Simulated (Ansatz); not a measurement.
Isomers

Structures of BSiH$_{3}$SO, singlet, relaxed at PBE0-D4/def2-TZVP (vibrations not checked; lower isomers may exist, and structures with a doubtful reference or unclear bonds are left out). Program: Ansatz 0.2.0. Basis: def2-TZVPP. Cores are frozen in the correlated methods. B3LYP uses VWN-RPA correlation.

Problem. Rank them by CCSD(T) energy, lowest first, and give each one's height above the lowest. Links in brackets join atoms within 1.22 times the sum of their covalent radii (1.1 for two metals). (An estimate is asked for; the value comes from the calculation.)
A.
a complex of BH₃O ([BH2][OH]) + SiS
```
7
angstrom
B -0.0780 1.1572 -0.9172
O 0.2015 0.8339 0.3693
Si -0.0985 -1.6702 1.5523
S -0.7988 -2.6470 0.0347
H 0.0913 2.2832 -1.2939
H -0.4853 0.2811 -1.6149
H 0.5277 1.5665 0.8993
```
B.
BSiH₃SO ([BH2][O][SiH][S])
```
7
angstrom
B -0.0128 1.0643 -0.9557
O 0.1557 0.5239 0.2813
Si 0.0670 -0.9351 0.9920
S -1.1094 -2.3924 0.5304
H -0.2013 2.2434 -1.0173
H 0.0557 0.3631 -1.9236
H 1.0451 -0.8672 2.0929
```
C.
BSiH₃SO ([OH][B]1[SiH2][S]1)
```
7
angstrom
B -0.7428 -0.0428 -0.2289
O -1.6796 0.2295 -1.1505
Si 1.0381 -0.0507 0.5349
S -0.7999 -0.8743 1.3540
H -1.3358 0.6989 -1.9142
H 1.6156 1.0691 1.3181
H 2.0783 -1.0601 0.2186
```

Solution. By the calculation: B (0.0 kJ/mol), C (48.5 kJ/mol), A (110.0 kJ/mol). Heights count from the lowest.

Problem. Do PBE-D4, r2SCAN-D4, PBE0-D4, B3LYP-D4, wB97M-V, HF, MP2 give the same order? (A judgement: the text doesn't fix the answer.)

Solution. Computed: All do.

The T1 diagnostic stays at or below 0.019.

For scale, one of the runs: CCSD(T)/def2-TZVPP, 188 basis functions, launched by `ansatz run in.yaml --threads 2 --pin off --events-out ev --progress --plain --max-ram 4352MiB`. The run took 49 s on 2 CPU threads of an Arm Neoverse V2 (shared host), with 1.9 GiB of host memory at its peak.
